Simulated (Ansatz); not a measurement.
Consider the cleavage of the Si–B bond: `O[SiH2]B(F)F` + `O[Si](O)(O)O` → `O[SiH2]O[Si](O)(O)O` + `FBF`.

Gas-phase electronic energies from Ansatz, PBE0-D4/def2-TZVP geometries. CCSD(T)/CBS is the MP2 limit (def2-TZVPP, def2-QZVPP) plus CCSD(T) − MP2 in def2-TZVPP, frozen cores. This one scheme is used for every species. Functionals use def2-TZVPP. B3LYP here is the variant with VWN-RPA as its local correlation; programs differ in this. Each species was taken in one conformer, which may not be the lowest.

`O[SiH2]B(F)F`:

```xyz
8

O     0.617   -0.287   -1.689
Si   -0.161   -0.695   -0.294
B    -0.275    0.881    0.994
F    -1.027    0.850    2.077
F     0.423    1.987    0.799
H     1.426    0.223   -1.620
H    -1.519   -1.142   -0.687
H     0.515   -1.816    0.420
```

`O[Si](O)(O)O`:

```xyz
9

O    -1.264   -1.026   -0.105
Si    0.000    0.000    0.000
O    -0.314    0.989    1.258
O     0.243    0.963   -1.293
O     1.335   -0.927    0.140
H    -2.128   -0.662    0.091
H     0.172    1.815    1.286
H     0.709    0.576   -2.036
H     1.248   -1.728    0.659
```

`O[SiH2]O[Si](O)(O)O`:

```xyz
13

O    -2.053    1.061   -0.938
Si   -1.685   -0.532   -0.938
O    -0.092   -0.752   -0.585
Si    0.975   -0.078    0.429
O     1.335   -0.975    1.735
O     0.225    1.279    0.969
O     2.381    0.192   -0.348
H    -1.661    1.560   -0.213
H    -2.476   -1.282    0.069
H    -1.938   -1.039   -2.303
H     2.052   -1.605    1.648
H     0.605    1.707    1.738
H     2.332    0.465   -1.265
```

`FBF`:

Z-matrix (Å, degrees):
```
B
F 1 1.313
F 1 1.313 2 118.1
H 1 1.191 2 121.0 3 180.0
```

CCSD(T)/CBS gives -39.8 kcal/mol.

**Question.** Another level gave -39.6 kcal/mol. Which?
A. B2PLYP/def2-TZVPP
B. B3LYP/def2-TZVPP
C. PBE0/def2-TZVPP
D. PBE-D4/def2-TZVPP

**Answer.** A. B2PLYP -39.6, PBE-D4 -34.0, B3LYP -37.7, PBE0 -35.2 kcal/mol.

Largest T1 diagnostic among the species: 0.013.

In def2-TZVPP, CCSD(T) changes the Hartree–Fock value by +3.6 kcal/mol (the triples alone add +0.3 kcal/mol) and MP2 by +1.7 kcal/mol. The D4 term adds −1.9 kcal/mol with B3LYP and −1.1 kcal/mol with PBE0; it sums over pairs of atoms, weighted by their polarisabilities, and B3LYP, whose exchange is more repulsive, gets the larger term.
